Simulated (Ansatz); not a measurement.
Ansatz (a program for electronic structure) input (RI-MP2/aug-cc-pVQZ):
A basis named .json is the Basis Set Exchange file of that set.

Ansatz 0.2 input:
```yaml
crystal:
  periodic: [false, false, false]
  atoms:
    - {symbol: Br, position_ang: [-0.00000000, -0.00000000, -1.11103876]}
    - {symbol: Br, position_ang: [0.00000000, 0.00000000, 1.11103876]}
basis:
  gaussian:
    orbitals: aug-cc-pVQZ
    fitting: {mean_field: def2-universal-jkfit, correlation: aug-cc-pVQZ-RIFIT.json}
total_charge: 1
magnetization: {spin_polarized: true, initial_magnetization: 1}
correlation: {method: mp2, electrons: outside_noble_gas}
```

End of the output:

```
integrals: 0.18 GiB planned
532 factors; integrals over basis functions are off by at most 3.4e-1 eV
524 factors; integrals over basis functions are off by at most 1.3e2 eV
mean field: 0.75 GiB planned
mean field evaluation 1: about -139989.9542 eV, gradient 7.6e0 eV
mean field evaluation 2: about -139990.2698 eV, gradient 2.9e0 eV
mean field evaluation 4: about -139990.3270 eV, gradient 2.7e-1 eV
mean field evaluation 8: about -139990.3201 eV, gradient 6.1e-1 eV
mean field evaluation 16: about -139990.3265 eV, gradient 3.3e-1 eV
mean field evaluation 32: about -139988.9422 eV, gradient 6.1e0 eV
mean field -139990.33045424 eV, -5144.5497553392 hartree, gradient 2.8e-6 eV, S^2 0.771806; 8 other end points of the search recorded, 0 dependent functions left out
28 core orbitals not correlated
reference -139990.33045424 eV, -5144.5497553392 hartree; 7, 6 occupied and 151, 152 virtual orbitals, 524 factors
second order -9.23009273 eV of doubles, -0.00000000 eV of singles
Total energy: -139999.56054696 eV, -5144.8889549905 hartree
```
